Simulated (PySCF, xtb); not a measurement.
CH8N2O2Si, SMILES CN[Si](N)(O)O. One conformer was computed; it need not be the lowest.

Harmonic wavenumbers (cm⁻¹) from GFN2-xTB (xtb) at its own minimum, in rising order: 48, 93, 134, 171, 203, 229, 244, 274, 287, 322, 374, 444, 620, 723, 812, 826, 843, 881, 913, 958, 1069, 1114, 1171, 1373, 1420, 1492, 1503, 1535, 2880, 2961, 3035, 3484, 3491, 3526, 3679, 3706.

### Question
What does PySCF with PBE-D3(BJ)/def2-SVP give at its own minimum? (The exact figures need the calculation; the answer reports its results.)

### Answer
92, 141, 162, 177, 223, 247, 281, 320, 338, 377, 425, 443, 470, 687, 775, 796, 816, 848, 915, 943, 1058, 1107, 1147, 1353, 1392, 1422, 1448, 1490, 2912, 2971, 3061, 3490, 3534, 3585, 3765, 3770. Paired by order, the mean absolute difference is 37 cm⁻¹ and the zero-point energies are 67.0 and 67.2 kcal/mol.
